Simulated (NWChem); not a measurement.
Species: ScHOCl2; SMILES [Cl][Sc]([Cl])[OH]

```xyz
5

Sc     0.3256    -0.0009     0.0000
Cl    -0.7879    -2.0039     0.0000
Cl    -0.7802     2.0063     0.0000
O      2.1366    -0.0047     0.0000
H      3.0957    -0.0082     0.0000
```
Atoms are numbered in this order, from 1.

Computed with NWChem. Pople sets run with spherical d functions. STO-3G and 3-21G are far too small for this property and stand as cheap habits. The geometry was optimised at PBE0/def2-SVP. GIAO values for the isolated, static molecule; σ is the absolute isotropic shielding, δ = σ(reference) − σ with the isolated reference molecule computed at the same levels (1H: tetramethylsilane, 17O: water).

```
level                σ Sc1 (ppm)  σ Cl2 (ppm)  δ O4 (ppm)  δ H5 (ppm)  relative time
-------------------  -----------  -----------  ----------  ----------  -------------
Hartree-Fock/STO-3G       1218.3       1161.9        -0.9        2.69              1
PBE/pcSseg-1               334.5        378.0       287.5        2.72              6
B3LYP/6-31G*               578.0        494.1       233.0        2.30              9
```

Relative times are rough (shared machine, one core).
